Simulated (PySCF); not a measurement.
C2H9GeP.
SMILES with atom numbers: `[CH3:1][CH2:2][GeH2:3][PH2:4]` (hydrogens: H5, H6, H7 on C1; H8, H9 on C2; H10, H11 on Ge3; H12, H13 on P4)

Computed, not measured: PBE0-D3(BJ)/def2-SVP geometry optimisation, gas phase in PySCF.

What internal coordinates does the optimisation give?

```json
{"bond": "C1–C2", "length (Å)": "1.523"}
{"bond": "C2–Ge3", "length (Å)": "1.962"}
{"bond": "Ge3–P4", "length (Å)": "2.330"}
{"bond": "C1–H5, C1–H6, C1–H7", "length (Å)": "1.102"}
{"bond": "C2–H8, C2–H9", "length (Å)": "1.102"}
{"bond": "Ge3–H10, Ge3–H11", "length (Å)": "1.545"}
{"bond": "P4–H12, P4–H13", "length (Å)": "1.429"}
```

Bonds in one row agree within 0.01 Å and their mean is given. A selection of angles:
```json
{"angle": "C2–C1–H5", "degrees": "111.6"}
{"angle": "H5–C1–H6", "degrees": "107.3"}
{"angle": "C1–C2–Ge3", "degrees": "113.5"}
{"angle": "C1–C2–H8", "degrees": "110.9"}
{"angle": "Ge3–C2–H8", "degrees": "107.0"}
{"angle": "H8–C2–H9", "degrees": "106.6"}
{"angle": "C2–Ge3–P4", "degrees": "108.2"}
{"angle": "C2–Ge3–H10", "degrees": "110.2"}
{"angle": "C2–Ge3–H11", "degrees": "110.5"}
{"angle": "P4–Ge3–H10", "degrees": "112.0"}
{"angle": "P4–Ge3–H11", "degrees": "107.0"}
{"angle": "H10–Ge3–H11", "degrees": "108.8"}
{"angle": "Ge3–P4–H12", "degrees": "94.1"}
{"angle": "H12–P4–H13", "degrees": "93.3"}
```

Torsions: C1–C2–Ge3–P4 58° (synclinal). The mirror-image conformer, all signs reversed, is as good.

Ge3 (germanium bonded to C, P and 2 H) is tetrahedral (angles from 107.0° to 112.0°). P4 (three-coordinate phosphorus) is pyramidal (angles 94.4°, 94.1° and 93.3°, sum 281.8°, 0.87 Å off the plane of its three neighbours).

Point group: C1 (no symmetry element, even within 0.4 Å). Whether it is a minimum is left open (no frequencies). The numbers are those of one conformer (C1–C2–Ge3–P4 58°, C2–Ge3–P4–H -174° and -80°).

The run took 49 s of wall time on an Arm Neoverse V2 with one thread, on a shared host, and the process peaked at 0.53 GiB of memory. This is the geometry optimisation.
